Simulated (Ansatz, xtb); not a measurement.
# Two structures of F2GaGeH3

We compare a, a singlet given by its coordinates, with b, `[F][Ga]([F])[GeH3]`, a singlet. Both are isolated molecules in the gas phase, relaxed with B3LYP/6-31G*.

a (Å):

```json
{"atom": "F", "x (Å)": "0.5267", "y (Å)": "0.3410", "z (Å)": "0.9500"}
{"atom": "F", "x (Å)": "-1.0806", "y (Å)": "-0.9017", "z (Å)": "2.4015"}
{"atom": "Ga", "x (Å)": "0.0292", "y (Å)": "-1.5492", "z (Å)": "0.9285"}
{"atom": "Ge", "x (Å)": "-0.7152", "y (Å)": "1.0558", "z (Å)": "2.3345"}
{"atom": "H", "x (Å)": "-1.8701", "y (Å)": "1.2463", "z (Å)": "1.2187"}
{"atom": "H", "x (Å)": "1.2155", "y (Å)": "-2.3547", "z (Å)": "1.5525"}
{"atom": "H", "x (Å)": "-0.9101", "y (Å)": "-1.7712", "z (Å)": "-0.3017"}
```

Close contacts (Å): F1–Ga3 1.95, F1–Ge4 1.99, F2–Ga3 1.95, F2–Ge4 1.99, Ga3–H6 1.56, Ga3–H7 1.56, Ge4–H5 1.62.

b (Å):

```xyz
7

F     2.2132    1.4173   -1.1579
F    -0.5676    1.9903   -1.6770
Ga    0.5616    0.8384   -0.9734
Ge   -0.0737   -1.2555    0.1228
H     1.0538   -2.2892   -0.0662
H    -0.2786   -0.9757    1.6262
H    -1.3869   -1.7740   -0.4952
```

Quicker runs give these differences E(b) − E(a): GFN2-xTB −0.2 kcal/mol; HF/STO-3G −22.5 kcal/mol (at GFN2-xTB geometries); r2SCAN-D4/def2-SVP −14.0 kcal/mol (at GFN2-xTB geometries).

Problem. Estimate E(b) − E(a) at the level CCSD(T)/def2-SVP + ΔMP2/def2-TZVPP.

Solution. Calculated at CCSD(T)/def2-SVP + ΔMP2/def2-TZVPP: E(b) − E(a) = −13.0 kcal/mol, so structure b lies lower.

How the difference moves with the method:

```tsv
level	geometry	E(b) − E(a) (kcal/mol)	departure from the last row (kcal/mol)	job, with rough time for the two
GFN2-xTB	GFN2-xTB	−0.2	+12.8	optimisation, 0.46 s
HF/STO-3G	GFN2-xTB	−22.5	−9.5	single point, 1.4 s
r2SCAN-D4/def2-SVP	GFN2-xTB	−14.0	−0.9	single point, 5.2 s
B3LYP/6-31G*	B3LYP/6-31G*	−4.2	+8.8	optimisation, 1.7 min
HF/def2-SVP	B3LYP/6-31G*	−7.0	+6.1	part of the CCSD(T) run
MP2/def2-SVP	B3LYP/6-31G*	−11.6	+1.5	part of the CCSD(T) run
CCSD(T)/def2-SVP	B3LYP/6-31G*	−8.5	+4.5	single point
CCSD(T)/def2-SVP + ΔMP2/def2-TZVPP	B3LYP/6-31G*	−13.0		single point, 65 s
```

GFN2-xTB finds them nearly level. The largest departure from CCSD(T)/def2-SVP + ΔMP2/def2-TZVPP is that of GFN2-xTB, 12.8 kcal/mol. A small imaginary or near-zero mode remains, so no thermal terms are given. The last row adds to CCSD(T) the change of the MP2 difference between the two basis sets, here −4.5 kcal/mol, a large step that makes the value less sure.

The correlated steps freeze 20 core orbitals; the filled d shell of Ga and Ge is correlated, in a basis made for valence electrons. Run with Ansatz 0.2.0, xtb 6.7.1; the last row on 1 thread of Intel(R) Xeon(R) Processor @ 2.70GHz on a shared host.
